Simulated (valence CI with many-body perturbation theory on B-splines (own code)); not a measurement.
**E1 transitions of N**

Level of theory: relativistic CI+MBPT: five valence electrons over a frozen Dirac-Fock core [He], a basis of 10 s, 10 p, 9 d, 7 f, 4 g, 2 h functions for each j, with the one-electron correlation potential Σ1, the two-electron term Σ2, the three-electron term Σ3, Breit, model QED; selected CI, second order for the rest, scaled by the run's own slope (own B-spline code, finite nucleus).

Against 40 measured levels this calculation errs by 85 cm⁻¹ on average and by 169 at most. These come from a selection out of the NIST Handbook of Basic Atomic Spectroscopic Data. Levels without a partner in it may be off by more. Among the levels kept, up to 960 cm⁻¹ of a level comes from second order outside the variational space, and about a tenth of that is noise between levels of different J, which matters for small intervals.

Lines 1 to 50 of 290 in falling wavelength, among levels below 13.565 eV, chosen from the strongest by gf and those to the six lowest levels. Wavelengths and rates use the calculated energies, so an error of 80 cm⁻¹ moves a line at 49930 Å by 4 % and its rate by three times that or more. Electric multipoles are in the length gauge, E1 and E2 with the static RPA response of the core. Weak lines are less certain than strong ones. Lines between different terms over intervals too small for the method are left out, as are lines whose strength nearly cancels. Where a level lies close to another of its J and parity, the split of strength between their lines is uncertain. The highest levels of a list are the least certain.

Names give the largest LS component (configuration and term), which can be under half, so a name can repeat, a term be missing and a line seem to break the LS rules; names also repeat where a configuration has a term twice.

```csv
λ vac (Å),Upper,Lower,A (s⁻¹),S (a.u.)
49930,2s2 2p2 4p 4P°_3/2,2s2 2p2 3d 4D_1/2,5.13e+04,1.26e+01
49780,2s2 2p2 4p 4P°_5/2,2s2 2p2 3d 4D_5/2,1.76e+05,6.42e+01
49570,2s2 2p2 4p 4P°_5/2,2s2 2p2 3d 4D_7/2,4.27e+05,1.54e+02
49490,2s2 2p2 4p 4P°_5/2,2s2 2p2 3d 4D_3/2,3.43e+04,1.23e+01
48990,2s2 2p2 4p 2D°_3/2,2s2 2p2 3d 2D_3/2,8.74e+04,2.03e+01
48260,2s2 2p2 4p 4D°_1/2,2s2 2p2 3d 4F_3/2,7.20e+05,7.99e+01
48220,2s2 2p2 4p 4D°_3/2,2s2 2p2 3d 4F_5/2,5.70e+05,1.26e+02
47840,2s2 2p2 4p 4P°_1/2,2s2 2p2 3d 4P_3/2,2.00e+05,2.16e+01
47760,2s2 2p2 4p 4D°_3/2,2s2 2p2 3d 4F_3/2,1.32e+05,2.83e+01
47720,2s2 2p2 4p 4D°_5/2,2s2 2p2 3d 4F_7/2,5.97e+05,1.92e+02
47700,2s2 2p2 4p 4D°_7/2,2s2 2p2 3d 4F_9/2,6.27e+05,2.69e+02
47580,2s2 2p2 4p 2D°_5/2,2s2 2p2 3d 2D_5/2,1.27e+05,4.04e+01
47390,2s2 2p2 4p 4D°_5/2,2s2 2p2 3d 4F_5/2,9.17e+04,2.89e+01
46750,2s2 2p2 4p 4D°_7/2,2s2 2p2 3d 4F_7/2,5.11e+04,2.06e+01
46370,2s2 2p2 4p 4P°_3/2,2s2 2p2 3d 4P_5/2,9.00e+04,1.77e+01
46290,2s2 2p2 4p 4P°_3/2,2s2 2p2 3d 2F_5/2,1.18e+05,2.31e+01
43810,2s2 2p2 4p 2S°_1/2,2s2 2p2 4s 2P_3/2,4.44e+05,3.68e+01
42480,2s2 2p2 4p 2D°_3/2,2s2 2p2 3d 4P_5/2,4.02e+05,6.08e+01
42400,2s2 2p2 4p 2D°_3/2,2s2 2p2 3d 2F_5/2,4.72e+05,7.11e+01
42310,2s2 2p2 4p 2S°_1/2,2s2 2p2 4s 2P_1/2,3.53e+05,2.64e+01
42070,2s2 2p2 4p 2D°_5/2,2s2 2p2 3d 2F_7/2,8.29e+05,1.83e+02
41240,2s2 2p2 4p 4S°_3/2,2s2 2p2 3d 4D_5/2,7.36e+04,1.02e+01
40590,2s2 2p2 4p 2P°_1/2,2s2 2p2 3d 2D_3/2,8.40e+05,5.54e+01
40130,2s2 2p2 4p 2P°_3/2,2s2 2p2 3d 2D_5/2,8.24e+05,1.05e+02
39920,2s2 2p2 4p 2P°_3/2,2s2 2p2 3d 2D_3/2,1.26e+05,1.58e+01
39610,2s2 2p2 4p 2D°_3/2,2s2 2p2 3d 2P_1/2,1.17e+05,1.43e+01
39090,2s2 2p2 4p 4S°_3/2,2s2 2p2 3d 4P_1/2,2.88e+05,3.40e+01
38970,2s2 2p2 4p 4S°_3/2,2s2 2p2 3d 4P_3/2,5.17e+05,6.04e+01
38260,2s2 2p2 4p 4S°_3/2,2s2 2p2 3d 4P_5/2,4.43e+05,4.90e+01
38200,2s2 2p2 4p 4S°_3/2,2s2 2p2 3d 2F_5/2,3.20e+05,3.53e+01
38130,2s2 2p2 4p 2D°_5/2,2s2 2p2 3d 2P_3/2,2.11e+05,3.47e+01
33690,2s2 2p2 4p 2D°_3/2,2s2 2p2 4s 2P_3/2,2.79e+05,2.10e+01
32870,2s2 2p2 4p 2D°_5/2,2s2 2p2 4s 2P_3/2,2.48e+06,2.61e+02
32790,2s2 2p2 4p 2D°_3/2,2s2 2p2 4s 2P_1/2,2.28e+06,1.59e+02
32270,2s2 2p2 4p 4D°_5/2,2s2 2p2 4s 4P_5/2,4.55e+05,4.53e+01
32200,2s2 2p2 4p 4D°_1/2,2s2 2p2 4s 4P_3/2,3.26e+05,1.07e+01
31980,2s2 2p2 4p 4D°_3/2,2s2 2p2 4s 4P_3/2,1.33e+06,8.56e+01
31820,2s2 2p2 4p 4D°_7/2,2s2 2p2 4s 4P_5/2,3.04e+06,3.86e+02
31720,2s2 2p2 4p 4D°_1/2,2s2 2p2 4s 4P_1/2,2.73e+06,8.60e+01
31610,2s2 2p2 4p 4D°_5/2,2s2 2p2 4s 4P_3/2,2.62e+06,2.45e+02
31500,2s2 2p2 4p 4D°_3/2,2s2 2p2 4s 4P_1/2,1.70e+06,1.05e+02
30560,2s2 2p2 4p 4P°_3/2,2s2 2p2 4s 4P_5/2,1.49e+06,8.38e+01
30170,2s2 2p2 4p 4P°_5/2,2s2 2p2 4s 4P_5/2,3.18e+06,2.58e+02
30130,2s2 2p2 4p 4P°_1/2,2s2 2p2 4s 4P_3/2,3.39e+06,9.15e+01
29970,2s2 2p2 4p 4P°_3/2,2s2 2p2 4s 4P_3/2,9.95e+05,5.29e+01
29710,2s2 2p2 4p 4P°_1/2,2s2 2p2 4s 4P_1/2,4.52e+05,1.17e+01
29600,2s2 2p2 4p 4P°_5/2,2s2 2p2 4s 4P_3/2,6.68e+05,5.13e+01
29550,2s2 2p2 4p 4P°_3/2,2s2 2p2 4s 4P_1/2,1.39e+06,7.05e+01
29490,2s2 2p2 4p 2P°_1/2,2s2 2p2 4s 2P_3/2,1.58e+06,4.01e+01
29140,2s2 2p2 4p 2P°_3/2,2s2 2p2 4s 2P_3/2,3.80e+06,1.86e+02
```
